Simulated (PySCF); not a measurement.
From computed data to an observable: entropy of an ideal gas

Ga(H)2(SH) (GaH3S), SMILES [SH][GaH2].

Geometry: ωB97X-D3(BJ)/def2-TZVP.

PySCF with ωB97X-D3(BJ)/def2-TZVP gives the harmonic wavenumbers 398, 424, 441, 611, 728, 756, 2032, 2042, 2760 cm⁻¹ and the rotational temperatures 4.3204, 0.2166, 0.2062 K. The molar mass is 104.81 g/mol, the symmetry number 1, the spin multiplicity 1.

Task: Work out the entropy at 298.15 K and 1 atm in the rigid-rotor, harmonic-oscillator model.

Result: 
Translation (Sackur–Tetrode at 1 atm): S = R[1.5 ln M + 2.5 ln T − 1.16487] = 166.8 J/(mol K).
Rotation: q = (√π/σ) T^1.5/√(θA θB θC) = 20800, S = R[ln q + 3/2] = 95.1 J/(mol K).
Vibration: with u = 1.4388 ν/T, each mode gives R[u/(e^u − 1) − ln(1 − e^−u)]:
```
ν (cm⁻¹)  modes     u  S (J/(mol K))
--------  -----  ----  -------------
398           1  1.92           4.06
424           1  2.05           3.68
441           1  2.13           3.45
611           1  2.95           1.80
728           1  3.51           1.15
756           1  3.65           1.03
```
The stiffer modes add less than 0.005 each. Sum 15.2 J/(mol K).
Spin: R ln 1 = 0.0 J/(mol K).
Total 277.1 J/(mol K); the program's own thermochemistry gives 277.1. Translation makes up 60 % and vibration 5 %. Anharmonicity, hindered rotation and orbital degeneracy are left out.
